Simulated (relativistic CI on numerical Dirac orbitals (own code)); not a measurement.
# Slater and spin-orbit integrals, Ir⁵⁰⁺

Computed by Dirac-Coulomb-Breit CI, separate exchange-only KLI orbitals for each configuration, model QED, unscaled Slater integrals (own radial code, finite nucleus).

Slater integrals F^k, G^k are unscaled and averaged over j, outside the closed core [Ne]; ζ comes from projecting the Hamiltonian with its Breit term on Σ l·s of the shell.

- 3s²3p⁶3d⁹: ζ(3d) = 260430 cm⁻¹; <r>(3d) = 0.1663, <r^2>(3d) = 0.03214 (bohr units).
- 3s²3p⁵3d¹⁰: ζ(3p) = 2.025e+06 cm⁻¹; <r>(3p) = 0.1844, <r^2>(3p) = 0.03944 (bohr units).
- 3s²3p⁶3d⁸4s: F^2(3d,3d) = 616090, F^4(3d,3d) = 397490, ζ(3d) = 264060, G^2(3d,4s) = 65036 cm⁻¹; <r>(3d) = 0.1654, <r^2>(3d) = 0.03176, <r>(4s) = 0.3619, <r^2>(4s) = 0.1475 (bohr units).

(1) Give the Racah parameters of the d shell in 3s²3p⁶3d⁸4s.

Averages of the first 10 configurations, taken without configuration mixing, which lowers the lowest level and can move excited configurations by several eV; other configurations of the list can lie among them:

| Configuration | Parity | States | Average energy above the lowest level (eV) |
| --- | --- | --- | --- |
| 3s²3p⁶3d⁹ | even | 10 | 32.6 |
| 3s²3p⁵3d¹⁰ | odd | 6 | 612.3 |
| 3s3p⁶3d¹⁰ | even | 2 | 1118.1 |
| 3s²3p⁶3d⁸4s | even | 90 | 1858.5 |
| 3s²3p⁶3d⁸4p | odd | 270 | 2049.1 |
| 3s²3p⁴3d¹⁰4s | even | 30 | 3007.2 |
| 3s²3p⁶3d⁸4d | even | 450 | 2264.4 |
| 3s²3p⁴3d¹⁰4p | odd | 90 | 3198.3 |
| 3s²3p⁵3d⁹4s | odd | 120 | 2428.6 |
| 3s²3p⁶3d⁸4f | odd | 630 | 2441.3 |

Results:

(1) B = F²/49 − 5F⁴/441 = 8067 cm⁻¹ and C = 35F⁴/441 = 31547 cm⁻¹.
